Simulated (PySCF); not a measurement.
## Exercise with solution: oscillator strength and radiative lifetime

Si(Cl)2(NCO)(OH) (CHCl2NO2Si), SMILES N(=C=O)[Si](Cl)(Cl)O.

Geometry optimised at ωB97X-D3(BJ)/def2-SVP. This is a generated structure with no PubChem entry under its InChIKey; it may be hypothetical. The values are those of a single conformer.

TDDFT-PBE/def2-SVPD (PySCF) puts the first singlet state with f over 0.02 at 7.37 eV (vertical), with the transition dipole (0.685, -0.230, -0.145) in atomic units.

Task: Find the oscillator strength, the wavelength and the radiative lifetime that this transition would have in vacuum if emission retraced absorption.

Result: 
|μ|² = 0.5432 au, so |μ| = 1.87 D. ΔE = 7.37/27.211 = 0.2708 hartree. f = (2/3) ΔE |μ|² = 0.098 (the program prints 0.098).
λ = 1239.84/7.37 = 168 nm; ν = 59443 cm⁻¹.
Einstein's coefficient A = 0.6670 ν² f s⁻¹ (ν in cm⁻¹) = 2.3e8 s⁻¹, so τ = 1/A = 4.3 ns. This state is S9; the lower singlets have f = 0.000, 0.000, 0.001, 0.003, 0.001, 0.011, 0.013, 0.010. The figure is the radiative limit of this one transition; relaxation, internal conversion, crossing to triplets and a medium change what is measured.
